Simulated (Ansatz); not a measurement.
`[SiH3]C1=C(Cl)B1` + `CC(N)O` → `CC(O)N[SiH3]` + `ClC1=CB1`  (ligand exchange at the Si–C bond)

Computed with Ansatz on PBE0-D4/def2-TZVP structures; ΔE is electronic, products minus reactants. CBS: MP2 limit from def2 TZ/QZ plus the TZ coupled-cluster correction, frozen cores. DFT in def2-TZVPP. B3LYP here is the variant with VWN-RPA as its local correlation; programs differ in this. Each species was taken in one conformer, which may not be the lowest.

`[SiH3]C1=C(Cl)B1`:

Z-matrix (Å, degrees):
```
Si
C 1 1.852
H 1 1.484 2 108.3
H 1 1.484 2 108.3 3 118.6
H 1 1.484 2 111.3 3 -120.7
C 2 1.347 1 143.7 3 120.6
B 2 1.492 1 154.9 3 -59.4
Cl 6 1.689 2 138.0 1 0.0
H 7 1.181 2 150.4 1 0.0
```

`CC(N)O`:

Cartesian coordinates in Å:
```
C -0.376 0.684 -1.025
C -0.007 0.175 0.348
N 1.188 -0.618 0.283
O -1.155 -0.518 0.832
H -1.278 1.293 -0.973
H 0.440 1.275 -1.440
H -0.574 -0.160 -1.691
H 0.209 1.022 1.013
H 1.033 -1.447 -0.279
H 1.501 -0.910 1.200
H -0.981 -0.796 1.735
```

`CC(O)N[SiH3]`:

```xyz
14

C    -1.865    0.547    0.331
C    -0.585   -0.255    0.374
O    -0.960   -1.607    0.170
N     0.376    0.211   -0.585
Si    2.079    0.211   -0.351
H    -1.660    1.596    0.546
H    -2.314    0.470   -0.663
H    -2.580    0.161    1.059
H    -0.120   -0.149    1.366
H    -0.155   -2.132    0.122
H     0.007    0.277   -1.522
H     2.407    0.933    0.907
H     2.684   -1.152   -0.232
H     2.687    0.888   -1.523
```

`ClC1=CB1`:

Z-matrix (Å, degrees):
```
C
C 1 1.340
B 1 1.465 2 63.4
Cl 1 1.688 2 139.5 3 180.0
H 2 1.081 1 140.6 3 -180.0
H 3 1.181 1 154.0 2 -180.0
```

| level | ΔE (kJ/mol) | difference from CCSD(T)/CBS |
| --- | --- | --- |
| PBE-D4 | -18.9 | 5.9 |
| r2SCAN-D4 | -24.0 | 0.8 |
| PBE0-D4 | -22.2 | 2.6 |
| B3LYP-D4 | -25.4 | -0.6 |
| ωB97X-V | -26.5 | -1.7 |
| ωB97M-V | -26.8 | -2.0 |
| B2PLYP | -25.1 | -0.3 |
| PBE | -18.0 | 6.8 |
| r2SCAN | -23.6 | 1.2 |
| PBE0 | -21.5 | 3.3 |
| B3LYP | -24.2 | 0.6 |
| HF/def2-TZVPP | -31.2 | -6.4 |
| MP2/def2-TZVPP | -25.3 | -0.5 |
| SCS-MP2/def2-TZVPP | -26.5 | -1.7 |
| CCSD/def2-TZVPP | -26.2 | -1.4 |
| CCSD(T)/def2-TZVPP | -24.7 | 0.1 |
| HF/def2-QZVPP | -32.0 | -7.2 |
| MP2/def2-QZVPP | -25.7 | -0.9 |
| SCS-MP2/def2-QZVPP | -26.8 | -2.0 |
| HF/CBS(def2) | -32.1 | -7.3 |
| MP2/CBS(def2) | -25.4 | -0.6 |
| CCSD/CBS(def2) | -26.3 | -1.5 |
| CCSD(T)/CBS | -24.8 | 0 |

Largest T1 diagnostic among the species: 0.012.

From PBE to PBE0 (25 % exact exchange), in def2-TZVPP and without D4, ΔE moves by −3.5 kJ/mol. In def2-TZVPP, CCSD(T) changes the Hartree–Fock value by +6.5 kJ/mol (the triples alone add +1.5 kJ/mol) and MP2 by +5.9 kJ/mol.
